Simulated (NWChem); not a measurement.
## Basis-set convergence for HF$_{2}$Ga

```xyz
4

Ga     0.0000     0.0000    -0.3217
H      0.0000     0.0000    -1.8741
F      1.4615     0.0000     0.6581
F     -1.4615     0.0000     0.6581
```
Charge 0, spin multiplicity 1.

All runs are NWChem calculations. Structure: optimised with PBE/def2-SVP, a minimum by its harmonic frequencies.

Quantity: LUMO energy at the level PBE.

The Hamiltonian is non-relativistic. The Pople sets run with spherical d functions. The structure started from a generated list of species.

Q: In def2-QZVP the value is -2.29 eV. Among cc-pVDZ, 6-31G*, def2-SVP, 6-311G**, aug-pcseg-1, def2-SVPD, pcseg-2, def2-TZVPP, aug-cc-pVTZ, which is the smallest basis within 0.2 eV of it?

A: 6-311G**, with 86 functions against 219 (also within reach: aug-pcseg-1, def2-SVPD, pcseg-2, def2-TZVPP, aug-cc-pVTZ). def2-QZVP isn't the basis-set limit itself, and a small set can land close by cancellation.

```
basis        functions  LUMO energy (eV)
-----------  ---------  ----------------
cc-pVDZ             60             -2.06
6-31G*              62             -2.03
def2-SVP            65             -2.06
6-311G**            86             -2.19
aug-pcseg-1         91             -2.37
def2-SVPD           92             -2.38
pcseg-2            117             -2.29
def2-TZVPP         124             -2.23
aug-cc-pVTZ        174             -2.32
def2-QZVP          219             -2.29
```
